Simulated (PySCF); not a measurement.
This PySCF input asks for the NMR shieldings of SMILES CCCCC1=NC1, C$_{6}$H$_{11}$N; the geometry comes from GFN2-xTB.

```python
import basis_set_exchange as bse
import numpy as np
from pyscf import gto, dft
from pyscf.prop import nmr

atoms = """
C    -2.280757    1.070544    0.067407
C    -1.042450    0.391573    0.638816
C    -0.556769   -0.742583   -0.261366
C     0.704298   -1.409951    0.296693
C     1.846112   -0.500701    0.281052
N     2.885301   -0.089279    0.852015
C     2.546743    0.525513   -0.474296
H    -2.609855    1.875455    0.719783
H    -2.068887    1.489018   -0.914241
H    -3.095343    0.356428   -0.033900
H    -0.243855    1.127498    0.757141
H    -1.271065   -0.007457    1.629953
H    -1.345051   -1.492426   -0.355143
H    -0.345127   -0.350668   -1.259068
H     0.968043   -2.272209   -0.325780
H     0.535777   -1.768169    1.315892
H     3.170761    0.255062   -1.316674
H     2.193365    1.548670   -0.468016
"""
names = dict.fromkeys(["C", "N", "H"], "pcSseg-1")
basis = {el: gto.basis.parse(bse.get_basis(n, elements=[el], fmt="nwchem")) for el, n in names.items()}
mol = gto.M(atom=atoms, basis=basis, charge=0, verbose=0)
mf = dft.RKS(mol, xc="PBE0")
mf.grids.level = 2
mf.grids.alignment = dft.numint.BLKSIZE   # the property module wants whole blocks of grid points
mf.conv_tol = 1e-9
mf.kernel()

calc = nmr.RKS(mf)   # GIAO
C = mf.mo_coeff
Co = C[:, mf.mo_occ > 0]
resp = mf.gen_response(singlet=True, hermi=2)
def vind(x):   # induced exchange potential for any number of trial vectors
    d = np.einsum("pi,xij,qj->xpq", C, 2 * x.reshape(-1, C.shape[1], Co.shape[1]), Co, optimize=True)
    return np.einsum("xpq,pi,qj->xij", resp(d - d.transpose(0, 2, 1)), C, Co, optimize=True).ravel()
mo1, _ = nmr.rhf.solve_mo1(calc, with_cphf=vind)
sigma = calc.kernel(mo1)
for i, s in enumerate(sigma):   # ppm
    print("%2d %-2s %9.2f" % (i, mol.atom_pure_symbol(i), np.trace(s) / 3))
```

Task: What are the results?

Result: 
```
 0 C     169.99
 1 C     159.19
 2 C     154.70
 3 C     157.02
 4 C       8.02
 5 N     -42.78
 6 C     168.91
 7 H      30.45
 8 H      30.79
 9 H      30.74
10 H      30.81
11 H      30.58
12 H      30.00
13 H      29.84
14 H      28.88
15 H      28.77
16 H      30.71
17 H      30.62
```

These numbers come from an equivalent density-fitted implementation of the same equations, which agrees with the script to about 0.01 ppm for H and up to a few tenths of a ppm for heavy atoms, so last digits may differ.

Task: Turn these shieldings into chemical shifts. Scale: ¹³C (186.93 ppm), ¹H (31.72 ppm) vs TMS; ¹⁵N (267.73 ppm) vs NH3 (reference shieldings calculated alike).

Result: Averaging equivalent atoms: C 4: 178.9; C 2: 32.2; C 3: 29.9; C 1: 27.7; C 6: 18.0; C 0: 16.9; N 5: 310.5; H 14/15: 2.89; H 12/13: 1.79; H 7/8/9: 1.06; H 16/17: 1.05; H 10/11: 1.02 ppm. Experimental scales use liquid or dissolved standards, which lie at an offset from isolated NH3 (liquid NH3: subtract about 20 ppm). Unscaled 15N shifts of sp2 nitrogen come out 20 to 40 ppm too high even then.

Size and cost of the density-fitted run: 174 basis functions, 30 s wall time on 1 thread of an Arm Neoverse V1, shared host; peak memory 0.78 GiB.
